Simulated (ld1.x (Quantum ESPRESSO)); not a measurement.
Transferability test, TM semilocal potential for nickel (Ni)

- Element: Ni (Z = 28)
- Generator: ld1.x (Quantum ESPRESSO) 7.5
- Type: norm-conserving Troullier–Martins (semilocal form)
- Functional: PBE
- Relativity: scalar-relativistic
- Frozen core: [Ar]
- Valence charge: 10
- Reference configuration: 3d8 4s1 4p0 (charge +1)
- Partial waves: 4s (bound): rc 1.55 bohr; 3d (bound): rc 1.25 bohr; 4p (bound, empty): rc 3.00 bohr
- Local potential: the p channel
- Core correction: none

Energies are relative to the spin-unpolarised reference configuration 3d8 4s1 4p0; without spin polarisation the order of configurations can differ from experiment. The frozen-core shift is the all-electron ΔE with the core orbitals held at their reference shape minus the fully relaxed ΔE.

Question: Give the all-electron excitation energy and the error of the potential for: 3d8 4s2 4p0; 3d8 4s0 4p0; 3d7 4s0 4p0; 3d9 4s0 4p0; 3d8 4s1 4p1; 3d7 4s2 4p0; 3d9 4s1 4p0.

Answer:

```tsv
valence configuration	charge	ΔE all-electron (eV)	error AE − PS (meV)	frozen-core shift (meV)
3d8 4s2 4p0	0	-9.322	+13	+0.4
3d8 4s0 4p0	+2	17.351	+41	+4.0
3d7 4s0 4p0	+3	54.818	+1.2	+225
3d9 4s0 4p0	+1	-3.004	-105	+86
3d8 4s1 4p1	0	-4.727	+3.6	-0.2
3d7 4s2 4p0	+1	6.797	-141	+158
3d9 4s1 4p0	0	-10.918	-41	+55
```

A variational frozen-core shift is positive and of second order in the change. This column holds negative values, so the frozen-core run of ld1.x carries numerical noise or an error of first order here, and the column gives no more than the rough size of the effect.
